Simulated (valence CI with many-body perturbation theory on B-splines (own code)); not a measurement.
**E1 line list for Rh38+**

Level of theory: relativistic CI+MBPT: five valence electrons over a frozen Dirac-Fock core [He], radial functions for each j: 11 s, 11 p, 10 d, 8 f, 5 g, 2 h, with the one-electron correlation potential Σ1 (screened to all orders), the two-electron term Σ2, the three-electron term Σ3, Breit, model QED; selected single and double excitations, second order for the rest, scaled by the run's own slope (own B-spline code, finite nucleus).

No measured spectrum was set against this ion. As an estimate, large intervals hold to a few tenths of a per cent, small ones and those within an open d or f shell to about a per cent. Among the levels kept, up to 11000 cm⁻¹ of a level comes from second order outside the variational space, and about a tenth of that is noise between levels of different J, which matters for small intervals.

Lines 1 to 50 of 574 in falling wavelength, among levels below 3843.8 eV, chosen from the strongest by gf and those to the six lowest levels. Wavelengths and rates use the calculated energies. Electric multipoles are in the length gauge with retardation, E1 and E2 with the static RPA response of the core. Weak lines are less certain than strong ones. Lines between different terms over intervals too small for the method are left out, as are lines whose strength nearly cancels. The highest levels of a list are the least certain.

Levels are named by their leading jj configuration (3d3/2^4 stands for four electrons in 3d with j = 3/2), which in mixed levels can hold well under half, so a name can repeat and another be missing. Letters in brackets count levels of one name in rising energy.

```tsv
λ vac (Å)	Upper	Lower	A (s⁻¹)	S (a.u.)
278.8	(2p1/2^2 2p3/2^2 3p1/2) J=5/2	(2p1/2^2 2p3/2^2 3s) J=3/2	1.38e+09	8.88e-02
257.7	(2s^2 2p1/2 2p3/2 3p1/2) J=5/2	(2s^2 2p1/2 2p3/2 3s) J=3/2 [b]	1.47e+09	7.45e-02
251.1	(2s 2p1/2 2p3/2^2 3p1/2) J=5/2 [c]	(2s 2p1/2 2p3/2^2 3s) J=3/2 [c]	1.58e+09	7.43e-02
250.1	(2p1/2^2 2p3/2^2 3p1/2) J=3/2	(2p1/2^2 2p3/2^2 3s) J=5/2	3.33e+09	1.03e-01
248.8	(2s 2p1/2 2p3/2^2 3p1/2) J=5/2 [c]	(2s 2p1/2 2p3/2^2 3s) J=5/2 [c]	1.50e+09	6.85e-02
238.6	(2p1/2^2 2p3/2^2 3p1/2) J=5/2	(2p1/2^2 2p3/2^2 3s) J=5/2	2.53e+09	1.02e-01
235.2	(2s^2 2p1/2 2p3/2 3p1/2) J=5/2	(2s^2 2p1/2 2p3/2 3s) J=5/2	2.22e+09	8.56e-02
233.6	(2s 2p1/2 2p3/2^2 3p1/2) J=3/2 [a]	(2s 2p1/2 2p3/2^2 3s) J=5/2 [a]	3.60e+09	9.05e-02
228.4	(2s 2p1/2^2 2p3/2 3p1/2) J=3/2 [a]	(2s 2p1/2^2 2p3/2 3s) J=5/2	3.82e+09	8.99e-02
223.7	(2s 2p1/2 2p3/2^2 3p1/2) J=7/2	(2s 2p1/2 2p3/2^2 3s) J=7/2	2.56e+09	1.13e-01
218.3	(2s 2p1/2^2 2p3/2 3p1/2) J=5/2	(2s 2p1/2^2 2p3/2 3s) J=5/2	3.33e+09	1.03e-01
213.4	(2s 2p1/2^2 2p3/2 3d3/2) J=7/2	(2s 2p1/2^2 2p3/2 3p3/2) J=7/2	1.54e+09	5.90e-02
210.7	(2s 2p1/2 2p3/2^2 3d3/2) J=9/2	(2s 2p1/2 2p3/2^2 3p3/2) J=9/2	1.64e+09	7.56e-02
207.2	(2s^2 2p3/2^2 3p1/2) J=5/2	(2s^2 2p3/2^2 3s) J=3/2	2.82e+09	7.44e-02
201.4	(2s 2p1/2 2p3/2^2 3p1/2) J=5/2 [a]	(2s 2p1/2 2p3/2^2 3s) J=5/2 [a]	3.68e+09	8.90e-02
198.8	(2s^2 2p3/2^2 3p1/2) J=3/2	(2s^2 2p3/2^2 3s) J=5/2	5.41e+09	8.39e-02
197.3	(2s 2p1/2 2p3/2^2 3d5/2) J=7/2 [a]	(2s 2p1/2 2p3/2^2 3p3/2) J=7/2 [a]	1.94e+09	5.88e-02
193.7	(2s 2p3/2^3 3p1/2) J=3/2 [a]	(2s 2p3/2^3 3s) J=5/2	6.46e+09	9.27e-02
188.4	(2s 2p1/2^2 2p3/2 3d5/2) J=9/2	(2s 2p1/2^2 2p3/2 3p3/2) J=7/2	7.92e+09	2.62e-01
188.1	(2s^2 2p3/2^2 3p1/2) J=5/2	(2s^2 2p3/2^2 3s) J=5/2	4.20e+09	8.28e-02
186.9	(2s 2p1/2 2p3/2^2 3d5/2) J=11/2	(2s 2p1/2 2p3/2^2 3p3/2) J=9/2	8.05e+09	3.11e-01
186.7	(2s 2p1/2 2p3/2^2 3d5/2) J=9/2 [a]	(2s 2p1/2 2p3/2^2 3p3/2) J=7/2 [a]	7.62e+09	2.45e-01
186.7	(2s 2p1/2 2p3/2^2 3d5/2) J=5/2 [a]	(2s 2p1/2 2p3/2^2 3p3/2) J=3/2 [a]	3.38e+09	6.52e-02
185.5	(2s^2 2p3/2^2 3d5/2) J=5/2 [a]	(2s^2 2p3/2^2 3p3/2) J=3/2 [a]	4.35e+09	8.22e-02
184.6	(2s 2p3/2^3 3p1/2) J=5/2	(2s 2p3/2^3 3s) J=5/2	3.98e+09	7.41e-02
184.3	(2s 2p1/2 2p3/2^2 3d3/2) J=7/2 [c]	(2s 2p1/2 2p3/2^2 3p3/2) J=5/2 [c]	2.11e+09	5.21e-02
182.6	(2s 2p1/2 2p3/2^2 3d5/2) J=7/2 [b]	(2s 2p1/2 2p3/2^2 3p3/2) J=5/2 [b]	4.50e+09	1.08e-01
182.2	(2s 2p1/2 2p3/2^2 3d5/2) J=7/2 [e]	(2s 2p1/2 2p3/2^2 3p3/2) J=5/2 [e]	6.72e+09	1.60e-01
182.1	(2s 2p1/2 2p3/2^2 3d5/2) J=7/2 [d]	(2s 2p1/2 2p3/2^2 3p3/2) J=5/2 [d]	5.87e+09	1.40e-01
180.8	(2s^2 2p3/2^2 3d5/2) J=7/2	(2s^2 2p3/2^2 3p3/2) J=7/2	2.58e+09	6.02e-02
180.1	(2s 2p1/2 2p3/2^2 3d5/2) J=9/2 [b]	(2s 2p1/2 2p3/2^2 3p3/2) J=7/2 [b]	6.97e+09	2.01e-01
179.6	(2s^2 2p3/2^2 3d5/2) J=7/2	(2s^2 2p3/2^2 3p3/2) J=5/2	4.42e+09	1.01e-01
177.6	(2s 2p1/2^2 2p3/2 3d5/2) J=3/2 [b]	(2s 2p1/2^2 2p3/2 3p3/2) J=1/2 [b]	5.84e+09	6.46e-02
177.6	(2s^2 2p1/2 2p3/2 3d5/2) J=9/2	(2s^2 2p1/2 2p3/2 3p3/2) J=7/2	8.69e+09	2.40e-01
177.3	(2s 2p1/2 2p3/2^2 3d5/2) J=3/2 [a]	(2s 2p1/2 2p3/2^2 3p3/2) J=3/2 [a]	4.28e+09	4.70e-02
177.2	(2s^2 2p1/2 2p3/2 3d5/2) J=7/2 [a]	(2s^2 2p1/2 2p3/2 3p3/2) J=5/2 [a]	6.80e+09	1.49e-01
177.1	(2s 2p1/2 2p3/2^2 3d5/2) J=9/2 [c]	(2s 2p1/2 2p3/2^2 3p3/2) J=7/2 [c]	9.20e+09	2.52e-01
177.0	(2s 2p1/2^2 2p3/2 3d5/2) J=7/2 [b]	(2s 2p1/2^2 2p3/2 3p3/2) J=5/2 [b]	9.34e+09	2.04e-01
176.2	(2s 2p1/2 2p3/2^2 3d5/2) J=5/2 [f]	(2s 2p1/2 2p3/2^2 3p3/2) J=3/2 [e]	6.30e+09	1.02e-01
176.0	(2s 2p1/2 2p3/2^2 3d5/2) J=5/2 [c]	(2s 2p1/2 2p3/2^2 3p3/2) J=3/2 [c]	5.20e+09	8.39e-02
175.9	(2s 2p1/2 2p3/2^2 3d5/2) J=5/2 [g]	(2s 2p1/2 2p3/2^2 3p3/2) J=3/2 [f]	6.81e+09	1.10e-01
175.4	(2s^2 2p3/2^2 3d5/2) J=9/2	(2s^2 2p3/2^2 3p3/2) J=7/2	8.65e+09	2.31e-01
174.9	(2s 2p1/2 2p3/2^2 3d5/2) J=5/2 [b]	(2s 2p1/2 2p3/2^2 3p3/2) J=5/2 [b]	4.05e+09	6.42e-02
174.8	(2s^2 2p3/2^2 3d5/2) J=5/2 [b]	(2s^2 2p3/2^2 3p3/2) J=3/2 [b]	6.76e+09	1.07e-01
174.7	(2s 2p1/2 2p3/2^2 3d5/2) J=7/2 [c]	(2s 2p1/2 2p3/2^2 3p3/2) J=5/2 [c]	6.58e+09	1.39e-01
174.2	(2s^2 2p1/2 2p3/2 3p1/2) J=3/2 [b]	(2s^2 2p1/2 2p3/2 3s) J=5/2	6.95e+09	7.26e-02
174.2	(2s 2p1/2^2 2p3/2 3d5/2) J=5/2 [b]	(2s 2p1/2^2 2p3/2 3p3/2) J=3/2 [b]	7.67e+09	1.20e-01
173.7	(2s 2p1/2 2p3/2^2 3p1/2) J=3/2 [d]	(2s 2p1/2 2p3/2^2 3s) J=5/2 [c]	5.41e+09	5.60e-02
172.9	(2s 2p1/2 2p3/2^2 3d3/2) J=7/2 [a]	(2s 2p1/2 2p3/2^2 3p3/2) J=5/2 [a]	5.17e+09	1.05e-01
172.4	(2s 2p1/2 2p3/2^2 3d5/2) J=5/2 [e]	(2s 2p1/2 2p3/2^2 3p3/2) J=3/2 [d]	3.85e+09	5.85e-02
```
